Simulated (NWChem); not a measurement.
Species: BSiH4O2F; SMILES OB(O[SiH3])F

```xyz
9

B      0.0291     0.9609     0.1119
F      0.7032     2.0606     0.4540
O     -1.1765     1.0684    -0.5000
H     -1.4478     1.9813    -0.6377
O      0.5674    -0.2453     0.3851
Si    -0.0096    -1.7926     0.0923
H     -1.3017    -2.0054     0.8053
H      1.0184    -2.7323     0.6144
H     -0.1962    -2.0056    -1.3717
```
Atoms are numbered in this order, from 1.

Computed with NWChem. Structure relaxed at the PBE0/def2-SVP level. Atomic charges in e: unrestrained fits to the electrostatic potential beside Mulliken populations; buried atoms are poorly determined by the fit.

Q: What does the run give for B3LYP/def2-SVP? Quantities: ESP B1; Mulliken B1; ESP F2; Mulliken F2; ESP O3; Mulliken O3; ESP O5; Mulliken O5; ESP Si6; Mulliken Si6; relative RMS misfit of the potential (%).

A: The ESP B1 is 0.88, the Mulliken B1 is 0.12 and the ESP F2 is -0.37. The Mulliken F2 comes out as -0.13. The ESP O3 is -0.66 and the Mulliken O3 is -0.16. The ESP O5 is -0.53, the Mulliken O5 is -0.32 and the ESP Si6 is 0.68. The Mulliken Si6 is 0.62. The relative RMS misfit of the potential (%) is 28.
